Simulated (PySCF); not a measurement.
**`C=CC[B@H-](Br)[NH2+]C`, C4H11BBrN**

Geometry:
```csv
atom,x (Å),y (Å),z (Å)
C1,-2.228,1.004,-0.296
C2,-1.879,-0.185,-0.768
C3,-1.092,-1.202,-0.018
B4,0.487,-1.096,-0.423
Br5,1.638,-2.274,0.709
N6,0.934,0.416,0.005
C7,2.224,0.871,-0.518
H8,-2.044,1.286,0.731
H9,-2.765,1.724,-0.891
H10,-2.105,-0.435,-1.797
H11,-1.470,-2.198,-0.255
H12,-1.226,-1.051,1.058
H13,0.727,-1.240,-1.575
H14,0.168,1.027,-0.299
H15,0.961,0.435,1.026
H16,2.198,0.859,-1.606
H17,3.003,0.186,-0.184
H18,2.462,1.879,-0.176
```

Computed, not measured: GIAO PBE0/pcSseg-1 magnetisability, rotational g tensor and spin-rotation constants, non-relativistic, gas phase in PySCF 2.14.0. Geometry: GFN2-xTB.

The calculation is non-relativistic, which matters for the atoms heavier than Zn.

Problem. Give the nuclear spin-rotation constants along the inertial axes (H = +C I·J) beside the isotropic shieldings.

Solution. Rotational constants 2.5636, 0.9375, 0.7289 GHz. A star marks the isotopologue with that one atom substituted, in its own axes.
| atom | isotope | Caa (kHz) | Cbb (kHz) | Ccc (kHz) | mean (kHz) | σ (ppm) |
| --- | --- | --- | --- | --- | --- | --- |
| B4 | 11B | 0.493 | 0.165 | 0.135 | 0.264 | 108.8 |
| Br5 | 79Br | 1.353 | 0.789 | 0.365 | 0.836 | 2715.0 |
| N6 | 14N | 0.141 | 0.060 | 0.032 | 0.077 | 201.9 |
| H8 | 1H | -0.245 | -0.104 | 0.050 | -0.100 | 26.9 |
| H9 | 1H | 0.140 | -0.093 | -0.063 | -0.005 | 26.7 |
| H10 | 1H | -0.227 | -0.096 | 0.065 | -0.086 | 25.1 |
| H11 | 1H | -0.255 | 0.011 | -0.063 | -0.102 | 29.4 |
| H12 | 1H | -0.300 | -0.101 | 0.024 | -0.126 | 30.4 |
| H13 | 1H | -0.253 | -0.080 | 0.027 | -0.102 | 28.9 |
| H14 | 1H | 0.044 | -0.088 | -0.074 | -0.039 | 27.0 |
| H15 | 1H | -0.304 | -0.110 | 0.004 | -0.137 | 29.8 |
| H16 | 1H | -0.258 | -0.102 | 0.013 | -0.116 | 29.4 |
| H17 | 1H | 0.108 | -0.101 | -0.074 | -0.023 | 28.2 |
| H18 | 1H | -0.241 | -0.028 | -0.049 | -0.106 | 29.4 |
| C1 | 13C* | 0.866 | 0.153 | 0.257 | 0.425 | 73.8 |
| C2 | 13C* | 1.042 | 0.170 | 0.343 | 0.518 | 29.2 |
| C3 | 13C* | 0.380 | 0.176 | 0.138 | 0.231 | 147.6 |
| C7 | 13C* | 0.452 | 0.129 | 0.117 | 0.233 | 156.0 |

For the geometry as given, no vibrational averaging.

Problem. How do the rotational constants and the g tensor change when H8, H9, H10, H11, H12, H13, H14, H15, H16, H17, H18 are replaced by deuterium?

Solution. Constants 2.0627, 0.8444, 0.6505 GHz; g -0.0014, -0.0024, -0.0027, against -0.0015, -0.0024, -0.0028 before.
